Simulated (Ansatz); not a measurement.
Ansatz results at the PBE0-D4/def2-TZVP geometry: size of the dipole moment (PBE/def2-TZVPP) 1.72 D; size of the dipole moment (B3LYP/def2-TZVPP) 1.69 D; LUMO energy (PBE/def2-TZVPP) -4.08 eV.

Each molecule was computed in one conformer, which needn't be the lowest.

(1) Which molecule gave them?
A. `C[O][Mo]([OH])([F])(=[S])[Cl]`
B. `[OH][Mo]([OH])([OH])(=[S])[Cl]`
C. `[F][Mo]([F])([F])([F])=[S]`
D. `C[O][Mo]([OH])([F])([F])([Cl])[O]C`

## Answers

(1) B. The others give `C[O][Mo]([OH])([F])(=[S])[Cl]`: 3.17, 3.01, -4.33; `C[O][Mo]([OH])([F])([F])([Cl])[O]C`: 4.03, 4.14, -4.21; `[F][Mo]([F])([F])([F])=[S]`: 1.17, 1.61, -5.17.

B3LYP here is the variant with VWN-RPA as its local correlation; programs differ in this.
